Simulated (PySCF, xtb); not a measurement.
Cl₃Ga, SMILES [Ga+]([Cl])([Cl])[Cl] (connectivity only; charge and spin as stated), charge +1, multiplicity 2.

Harmonic wavenumbers (cm⁻¹) from GFN2-xTB run with xtb at its own minimum, in rising order: 57, 57, 124, 288, 330, 331.

Q: What does PBE-D3(BJ)/def2-SVP run with PySCF give at its own minimum? (The exact figures need the calculation; the answer reports its results.)

A: 83, 104, 136, 308, 348, 513. Paired by order, the mean absolute difference is 51 cm⁻¹ and the zero-point energies are 1.7 and 2.1 kcal/mol.
